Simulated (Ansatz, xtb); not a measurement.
## Isomers of C4H2FNO2 in order of energy

5 gas-phase structures of C4H2FNO2, from a drawn sample of its isomers (lower ones may exist). Each was relaxed with GFN2-xTB; where two conformers were screened, the lower at r2SCAN-D4/def2-SVP is listed:

A. `O=C1C=C(F)N=CO1`, a singlet
B. `O=C1C=NC(F)=CO1`, a singlet
C. `O=Cc1ncc(F)o1`, a singlet
D. `O=C1N=C(F)C=CO1`, a singlet
E. a singlet given by its coordinates

E (Å):

```xyz
10

C    -1.8565    1.3715    2.5908
C    -2.2280    1.4211    0.3119
C    -1.5442    2.6398    0.1088
C    -1.0228    3.1841    1.2432
F    -0.3508    4.3294    1.2191
N    -2.3595    0.8528    1.4685
O    -1.9029    0.9642    3.6966
O    -1.1213    2.6674    2.4203
H    -2.6801    0.9030   -0.5239
H    -1.4371    3.1069   -0.8518
```

Close contacts (Å): C1–N6 1.33, C1–O7 1.18, C1–O8 1.50, C2–C3 1.41, C2–N6 1.30, C3–C4 1.36, C4–F5 1.33, C4–O8 1.29, C2–H9 1.08, C3–H10 1.07.

Task: Estimate their order in r2SCAN-D4/def2-SVP energy at these geometries, lowest first.

Result: Calculated order at r2SCAN-D4/def2-SVP: A (0.0), D (1.5), E (4.5), B (18.1), C (22.6) kcal/mol.

Energies above the lowest of each column, in kcal/mol; the last columns are at PBE0-D3(BJ)/def2-SVP geometries and were run for some of them only (a dash: not run or not comparable):

```
structure  GFN2-xTB  HF/STO-3G  r2SCAN-D4/def2-SVP  PBE0-D3(BJ)/def2-SVP  CCSD(T)/def2-SVP + ΔMP2/def2-TZVPP
        A       0.5        0.0                 0.0                   0.0                                 0.0
        D       0.0        2.9                 1.5                   1.7                                 2.5
        E       1.6        8.5                 4.5                   5.0                                 7.0
        B      15.0       13.5                18.1                  18.3                                   –
        C      16.9        1.3                22.6                     –                                   –
```

CCSD(T)/def2-SVP + ΔMP2/def2-TZVPP puts A lowest of those it was run on; GFN2-xTB picks D. Flexible structures stand in one conformer each, not always the lowest. Frequencies (GFN2-xTB) were run for A, D, E alone. ΔMP2 is the change of the MP2 energy from the smaller to the larger basis.

Over these structures GFN2-xTB departs from r2SCAN-D4/def2-SVP by 1.6 kcal/mol on average once a common shift is removed. A GFN2-xTB relaxation took about 0.091 s and the r2SCAN-D4/def2-SVP energy about 2 s on a shared host (Ansatz 0.2.0, xtb 6.7.1).
